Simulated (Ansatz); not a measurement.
Total energies of CrF₃ from Ansatz at PBE-D4/def2-TZVPD, gas phase (1 Eh = 27.2114 eV = 2625.5 kJ/mol). The reference geometry is relaxed at r2SCAN-D4/def2-TZVP.

| state | geometry | energy (Eh) |
| --- | --- | --- |
| charge 0 quartet | reference | -1343.78657 |
| charge -1 quintet | reference | -1343.81593 |
| free Cr atom (septet) | – | -1044.19827 |
| free F atom (doublet) | – | -99.67049 |

Work out the vertical electron affinity, to the quintet.

E(charge 0 quartet) − E(charge -1 quintet) = -1343.78657 − (-1343.81593) = 0.02936 Eh = 0.80 eV.

What is the binding energy per atom against free atoms?

Atoms: 1 × (-1044.19827) + 3 × (-99.67049) = -1343.20974 Eh. Binding: -1343.20974 − (-1343.78657) = 0.57683 Eh = 15.70 eV, or 3.92 eV for each of 4 atoms (no zero-point energy, no counterpoise term).

At PBE-D4/def2-TZVPD the highest occupied level of the charge -1 quintet lies above zero (up to 3.12 eV). By energy differences its removal costs 0.80 eV (vertical, to the charge 0 quartet, at PBE-D4/def2-TZVPD); a positive level beside a positive removal energy at the same level points to self-interaction error.
